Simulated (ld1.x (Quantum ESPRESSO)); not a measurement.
u(r) = r·R(r): atom against pseudo-atom (magnesium (Mg))

Columns: radius, all-electron u(r) and pseudo u(r) of the 2p shell (level -50.84 eV) of magnesium in the configuration [He] 2s2 2p6 3s1.5 3p0; PBEsol, non-relativistic, TM scheme, ld1.x (Quantum ESPRESSO) 7.5.

```csv
r (bohr),all-electron,pseudo
0.103,0.3124,0.2246
0.205,0.7296,0.6895
0.308,1.0069,1.0358
0.410,1.1312,1.1493
0.513,1.1472,1.1483
0.615,1.0968,1.0968
0.718,1.0101,1.0101
0.820,0.9087,0.9087
0.923,0.8028,0.8028
1.025,0.7014,0.7014
1.128,0.6063,0.6063
1.230,0.5211,0.5211
1.332,0.4454,0.4454
1.435,0.3784,0.3784
1.538,0.3203,0.3203
1.640,0.2708,0.2708
1.743,0.2281,0.2281
1.845,0.1922,0.1922
1.948,0.1614,0.1614
2.050,0.1357,0.1357
2.153,0.1137,0.1137
2.255,0.0954,0.0954
2.358,0.0798,0.0798
2.460,0.0668,0.0668
2.562,0.0559,0.0559
2.665,0.0467,0.0467
```

(1) How many radial nodes do the two functions have?

(2) At about which radius was the pseudo-wave matched?

(3) Where does each function peak?

(4) Is the pseudo-wave norm-conserving?

Answers

(1) The all-electron 2p function has n − l − 1 = 0; the pseudo-wave has 0.

(2) 0.60 bohr, where the columns begin to agree (steps of 0.10 bohr).

(3) Outermost all-electron maximum near 0.51 bohr, pseudo maximum near 0.41 bohr (to the table’s step).

(4) Yes: the TM scheme keeps the norm inside the radius equal to the all-electron one, which fixes the energy derivative of the logarithmic derivative at the level.
